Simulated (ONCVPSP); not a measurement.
Au (Z = 79), ONCV: configuration errors across variants

- Element: gold
- Generator: ONCVPSP 4.0.1
- Type: optimised norm-conserving Vanderbilt (ONCV)
- Functional: PBE
- Relativity: scalar-relativistic
- Frozen core: [Xe] 4f14
- Valence charge: 11
- Reference configuration: 5d10 6s0.5 (charge +0.5)
- Partial waves: 6s: rc 2.45 bohr, ncon 5, nbas 9, qcut 3 1/bohr, 2 projectors, debl 1 Ha; p scattering state at 0.18 Ha: rc 2.20 bohr, ncon 4, nbas 8, qcut 3.8 1/bohr, 2 projectors, debl 3.5 Ha; 5d: rc 1.55 bohr, ncon 4, nbas 8, qcut 6 1/bohr, 3 projectors, debl 3.3 Ha
- Local potential: polynomial inside 1.15 bohr (lpopt 5, dvloc0 6 Ha)
- Core correction: Teter function, fcfact 3.75, rcfact 1.45

In the p channel the program set the typed energies aside and used 0.050, 3.550 Ha.

All-electron excitation energies from the reference (eV): (1) 5d10 6s1 -3.773; (2) 5d10 6s0 5.636; (3) 5d9 6s0 26.845; (4) 5d9 6s2 -2.080.

A true bound ghost makes a file unfit for plane-wave use even where its test errors are small: the radial tests pick states by their node count and pass the ghost by.

Errors AE − PS in meV (a dash: test not solved or not reliable):

```tsv
change	(1)	(2)	(3)	(4)	bound ghosts	GHOST(+) flags above zero
base	-1.4	-6.2	-38	-73	s	p
d: rc 1.12; local potential polynomial inside 1.12 bohr (lpopt 5, dvloc0 6 Ha)	-1.5	-6.2	-36	-73	s, d	p, d
d: rc 1.28	-1.5	-6.3	-37	-74	s	p, d
d: rc 1.52	-1.4	-6.2	-38	-74	s	p
d: rc 1.62	-1.3	-6.0	-36	-72	s	p
d: rc 1.82	-1.0	-5.6	-35	-68	s	p, d
d: rc 2.06	-0.7	-5.2	-33	-56	s	p
```

(1) Give the same row for: d: rc 2.24.

## Answers

(1) -0.4, -5.0, -30, -43; bound ghosts: s; GHOST(+) flags above zero: p.
